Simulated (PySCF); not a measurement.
# What a mistake does to a calculation on Al2CH4

These are calculations, not measurements. The program is PySCF 2.14.0, an open-source quantum chemistry code, run on an isolated molecule that a program drew, which may never have been made. The molecule is Al2CH4 (charge 0, singlet), drawn as the SMILES string `[Al][CH2][AlH2]`.

Each row is a Hartree-Fock (HF) and frozen-core CCSD(T) single point in the cc-pV(D+d)Z basis, meant for a local HF minimum. Run 1 is clean. Each other run has one planted mistake out of seven kinds, and not every kind appears here: one electron removed, one electron added, multiplicity raised by two, geometry at a saddle point, minimal basis STO-3G, one bond length entered in bohr, all coordinates scaled. The reference is restricted for singlets and unrestricted otherwise, and also for a bond in bohr. Adding or removing an electron swaps singlet and doublet. Electrons count all cores. HOMO and LUMO are orbital energies over both spins, the gradient is its largest component, and the lowest frequency (negative if imaginary) is given only where the gradient is small. Bond lengths are over the 6 bonds as drawn. T1 is the CCSD diagnostic: over 0.02 (restricted) or 0.045 (unrestricted) a single reference is doubtful.

Geometry of the clean run:
```xyz
7
Al2CH4, angstrom
Al   -0.7965   -2.1988    0.8168
C    -0.5829   -1.9506   -1.1506
Al    0.3298   -0.4459   -1.9748
H    -1.6223   -1.9805   -1.5251
H    -0.0860   -2.8837   -1.4727
H    -0.4602    0.8821   -2.3314
H     1.8908   -0.4996   -2.2495
```

| run | electrons | basis functions | <S^2> | HOMO (eV) | LUMO (eV) | gradient (hartree/bohr) | lowest frequency (cm^-1) | mean bond (Å) | longest bond (Å) | T1 | HF (hartree) | CCSD(T) (hartree) | mistake |
|---|---|---|---|---|---|---|---|---|---|---|---|---|---|
| 1 | 36 | 80 | 0.000 | -7.63 | 1.03 | 4.2e-05 | 119 | 1.5533 | 1.994 | 0.0136 | -524.00526 | -524.31894 | no fault |
| 2 | 36 | 80 | 2.007 | -6.04 | 0.17 | 1.2e-02 | - | 1.5533 | 1.994 | 0.0177 | -523.95324 | -524.24070 | multiplicity raised by two |
| 3 | 36 | 27 | 0.000 | -3.62 | 9.47 | 4.4e-02 | - | 1.5533 | 1.994 | 0.0102 | -517.69711 | -517.84753 | minimal basis STO-3G |
| 4 | 36 | 80 | 0.000 | -7.69 | 0.94 | 2.9e-02 | - | 1.6294 | 2.092 | 0.0142 | -523.99464 | -524.31121 | all coordinates scaled |
| 5 | 37 | 80 | 0.835 | 0.23 | 5.24 | 3.2e-02 | - | 1.5533 | 1.994 | 0.0606 | -523.98057 | -524.30994 | one electron added |
| 6 | 35 | 80 | 0.785 | -15.20 | -5.96 | 2.9e-02 | - | 1.5533 | 1.994 | 0.0179 | -523.75665 | -524.03670 | ? |

**Which mistake was planted in run 6, and what did it cost?**

It counts 35 electrons, one fewer than the clean run, at the same geometry and basis. So the mistake is: one electron removed. Subtracting run 1 and multiplying by 627.51 kcal/mol a hartree, the energy moved by 156.0 kcal/mol in HF and 177.1 kcal/mol in CCSD(T).

Cautions from the logs. Run 5: T1 is over the limit, so its CCSD(T) energy is less reliable and the HOMO is above zero, so the electron isn't bound and the energy depends on the basis.
